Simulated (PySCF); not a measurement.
## `C(=C/N(C=C)C)/C`, C₆H₁₁N

Geometry:
```json
{"atom": "C1", "x (Å)": "-1.629", "y (Å)": "1.693", "z (Å)": "0.470"}
{"atom": "C2", "x (Å)": "-0.704", "y (Å)": "0.959", "z (Å)": "-0.145"}
{"atom": "N3", "x (Å)": "-0.633", "y (Å)": "-0.413", "z (Å)": "-0.162"}
{"atom": "C4", "x (Å)": "-1.748", "y (Å)": "-1.179", "z (Å)": "0.336"}
{"atom": "C5", "x (Å)": "0.476", "y (Å)": "-1.093", "z (Å)": "-0.635"}
{"atom": "C6", "x (Å)": "1.756", "y (Å)": "-0.722", "z (Å)": "-0.592"}
{"atom": "C7", "x (Å)": "2.344", "y (Å)": "0.486", "z (Å)": "0.064"}
{"atom": "H8", "x (Å)": "-2.406", "y (Å)": "1.276", "z (Å)": "1.084"}
{"atom": "H9", "x (Å)": "-1.620", "y (Å)": "2.762", "z (Å)": "0.372"}
{"atom": "H10", "x (Å)": "0.056", "y (Å)": "1.437", "z (Å)": "-0.745"}
{"atom": "H11", "x (Å)": "-2.685", "y (Å)": "-0.756", "z (Å)": "-0.031"}
{"atom": "H12", "x (Å)": "-1.666", "y (Å)": "-2.209", "z (Å)": "-0.007"}
{"atom": "H13", "x (Å)": "-1.771", "y (Å)": "-1.182", "z (Å)": "1.431"}
{"atom": "H14", "x (Å)": "0.230", "y (Å)": "-2.053", "z (Å)": "-1.077"}
{"atom": "H15", "x (Å)": "2.470", "y (Å)": "-1.376", "z (Å)": "-1.074"}
{"atom": "H16", "x (Å)": "3.286", "y (Å)": "0.214", "z (Å)": "0.540"}
{"atom": "H17", "x (Å)": "1.676", "y (Å)": "0.893", "z (Å)": "0.820"}
{"atom": "H18", "x (Å)": "2.562", "y (Å)": "1.270", "z (Å)": "-0.664"}
```

Method used: PySCF, quadratic response BHandHLYP/def2-SVPD first hyperpolarisability, Taylor convention, gas phase. Geometry: GFN2-xTB.

**Question.** Give the tensor of the static β(0;0,0) in the axes of these coordinates.

**Answer.** In au, Taylor convention; rows are the first index (the induced dipole):
```
       xx     yy     zz     xy     xz     yz
x  -122.9  +55.1   +5.4  +51.2  +67.5  -31.7
y   +51.2  -94.4  +11.2  +55.1  -31.7   -7.6
z   +67.5   -7.6  -18.0  -31.7   +5.4  +11.2
```
Norm of βᵢ = ⅓ Σⱼ (βᵢⱼⱼ + βⱼᵢⱼ + βⱼⱼᵢ): 81.6 au, hyper-Rayleigh value 79.9 au.
